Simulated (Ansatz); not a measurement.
This geometry of CH8BPSSi (13 atoms, charge 0, multiplicity 1) is a first-order saddle point.

Method: RKS BLYP/def2-SVP (Ansatz 0.2.0).

```xyz
13
Properties=species:S:1:pos:R:3
P -2.219 0.689 -0.073
B -1.029 -0.542 0.545
C 0.405 -0.193 1.091
Si 1.768 -0.440 -0.232
S 1.655 1.038 -1.833
H -2.042 2.092 -0.105
H -3.478 0.373 -0.628
H -1.434 -1.682 0.444
H 0.518 0.846 1.464
H 0.679 -0.888 1.917
H 1.706 -1.842 -0.767
H 3.124 -0.208 0.366
H 0.369 0.723 -2.174
```

Q: Which two structures does it join? (They come from a converged band through this point; their orientation in space is the band's.)

A: No bond is made or broken. The height of P1 over the plane of its neighbours goes from 0.71 to -0.70 Å.

Image 0:

```xyz
13
Properties=species:S:1:pos:R:3
P -2.410 0.781 0.423
B -1.058 -0.540 0.651
C 0.396 -0.223 1.123
Si 1.660 -0.365 -0.316
S 1.434 1.162 -1.861
H -1.683 1.869 -0.164
H -3.083 0.317 -0.754
H -1.411 -1.695 0.511
H 0.544 0.791 1.550
H 0.770 -0.983 1.846
H 1.597 -1.743 -0.906
H 3.037 -0.113 0.217
H 0.227 0.708 -2.307
```

Image 10:

```xyz
13
Properties=species:S:1:pos:R:3
P -2.116 0.706 -0.567
B -1.060 -0.511 0.452
C 0.334 -0.162 1.061
Si 1.749 -0.424 -0.218
S 1.743 1.054 -1.819
H -2.057 1.927 0.180
H -3.446 0.305 -0.227
H -1.430 -1.669 0.412
H 0.448 0.884 1.414
H 0.605 -0.860 1.885
H 1.692 -1.827 -0.746
H 3.071 -0.205 0.455
H 0.488 0.749 -2.266
```

Q: How far does it lie above each of them?

A: 0.30 eV above the first and 0.31 eV above the second. This is the barrier of this one path; another mechanism may lie lower.

Run time: 110 s on 2 threads of Intel(R) Xeon(R) Platinum 8488C (Sapphire Rapids) (shared host), peak memory 0.19 GiB.
